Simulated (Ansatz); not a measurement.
Relaxation of Cl2FHHfO (6 atoms, charge 0, multiplicity 1), to a largest force component of 0.02 eV/Å in at most 40 steps.

Computed with RKS PBE/def2-SVP (Ansatz).

```xyz
6
Properties=species:S:1:pos:R:3
Hf 0.000 0.000 0.000
Cl 0.000 0.000 2.520
O 1.952 0.000 -0.689
H 2.268 -0.952 -0.806
Cl -1.187 2.056 -0.839
F -0.933 -1.616 -0.659
```

Where does it end, and by what steps?

It converged. After 10 steps the energy has fallen by 0.784 eV; H4 moved furthest, 0.57 Å.

| step | energy less start (eV) | largest force component (eV/Å) | accepted |
| --- | --- | --- | --- |
| 0 | 0.0000 | 2.163 | yes |
| 1 | -0.5761 | 1.199 | yes |
| 2 | -0.6823 | 0.583 | yes |
| 3 | -0.7076 | 0.309 | yes |
| 4 | -0.7471 | 0.247 | yes |
| 5 | -0.7639 | 0.723 | yes |
| 6 | -0.7652 | 0.912 | yes |
| 7 | -0.7342 | 1.863 | no |
| 8 | -0.7777 | 0.341 | yes |
| 9 | -0.7840 | 0.057 | yes |
| 10 | -0.7843 | 0.007 | yes |

```xyz
6
Properties=species:S:1:pos:R:3
Hf -0.063 -0.068 0.045
Cl -0.040 0.005 2.407
O 1.707 -0.333 -0.605
H 2.593 -0.506 -0.950
Cl -0.949 1.931 -0.851
F -1.147 -1.539 -0.521
```

Whether the end is a true minimum wasn't checked by a vibrational analysis.

Run time: 53 s on 1 thread of Arm Neoverse V2, on a shared host, peak memory 0.19 GiB.
